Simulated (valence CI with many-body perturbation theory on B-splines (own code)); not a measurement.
V9+: key properties

Method: relativistic CI+MBPT: four valence electrons over a frozen Dirac-Fock core [Ne], a basis of 9 s, 9 p, 8 d, 6 f, 3 g, 1 h functions for each j, with the one-electron correlation potential Σ1 (screened to all orders), the two-electron term Σ2, the three-electron term Σ3, Breit, model QED; selected single and double excitations, second order for the rest, scaled by the run's own slope (own B-spline code, finite nucleus).

No measured spectrum was set against this ion. As an estimate, levels of excited configurations hold to 0.05 to 0.15 % of their energy, terms of the ground configuration to about 0.5 %.

Rates and lifetimes use the calculated energies. Strong lines usually hold to 10 to 20 %, long lifetimes can be off by a factor of two.

Question: What is the ground level?

Answer: 3s2 3p2 3P_0, composition 95 % 3s2 3p2 3P + 2 % 3s2 3p2 1S.

Question: Where does the other parity begin?

Answer: At 3s 3p3 5S°_2, 19.988 eV.

Question: How is the term 3P of the ground level split?

Answer: J = 0 at 0.000, J = 1 at 0.519, J = 2 at 1.170 eV.

Question: What is the ionisation energy?

Answer: 229.54 eV; NIST lists 230.5 ± 0.5 eV (semi-empirical).

Question: Name the longest-lived excited levels whose lifetime is computed, and their main decay.

Answer: 3s2 3p2 3P_1 at 0.519 eV lives 768 ms, mostly by M1 to 3s2 3p2 3P_0; 3s2 3p2 3P_2 at 1.170 eV lives 529 ms, mostly by M1 to 3s2 3p2 3P_1; 3s2 3p2 1D_2 at 4.049 eV lives 34.6 ms, mostly by M1 to 3s2 3p2 3P_2.

Question: Among levels below 62.761 eV, which E1 lines absorb most strongly from the ground level?

Answer: to 3s2 3p 3d 3P°_1 at 25.57 nm, f = 0.766; to 3s2 3p 3d 3D°_1 at 25.05 nm, f = 0.423; to 3s 3p3 3S°_1 at 30.45 nm, f = 0.205.

Question: What are the static dipole polarisabilities of the lowest levels?

Answer: 3s2 3p2 3P_0 0.637; 3s2 3p2 3P_1 0.640 (tensor 0.023); 3s2 3p2 3P_2 0.642 (tensor -0.042); 3s2 3p2 1D_2 0.640 (tensor 0.091) bohr³, of which the core gives 0.0103.
